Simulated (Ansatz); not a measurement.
Si(CCH)2H2 (C₄H₄Si). Total charge 0; triplet. Geometry PBE0-D4/def2-SVP, that of the neutral singlet; atoms count from 1.

```
atom    x (Å)    y (Å)    z (Å)
 Si1  -0.8508  -0.2256   0.3685
  C2   0.7572  -0.8813   0.9543
  C3   1.8201  -1.3213   1.3493
  H4   2.7611  -1.7097   1.6976
  C5  -0.5818   0.9278  -1.0301
  C6  -0.4123   1.6946  -1.9590
  H7  -0.2609   2.3726  -2.7805
  H8  -1.5232   0.4992   1.4829
  H9  -1.7093  -1.3563  -0.0830
```

At PBE0-D4/def2-TZVP a singlet of charge 0 lies 4.96 eV below the triplet at the same geometry.

(1) Estimate the Mulliken populations from the PBE0/def2-TZVP orbitals of Ansatz.

(2) Where does the spin sit?

(3) And the Mayer bond orders between heavy atoms (over 0.3)?

Results:

(1) 
```tsv
atom	charge (e)	spin (α − β)
Si1	0.29	0.09
C2	-0.10	0.86
C3	-0.22	1.04
H4	0.22	-0.05
C5	-0.14	0.02
C6	-0.20	0.04
H7	0.18	0.00
H8	-0.01	0.01
H9	-0.01	0.01
```
Mulliken values depend strongly on the basis.

(2) Summed by element: Si 0.09, C 1.94, H -0.03, of 2 unpaired in all. Largest on single atoms: C3 1.04, C2 0.86, Si1 0.09.

(3) Si1–C2 1.17 (1.83 Å); Si1–C5 0.98 (1.83 Å); C2–C3 1.85 (1.22 Å); C5–C6 2.69 (1.22 Å).
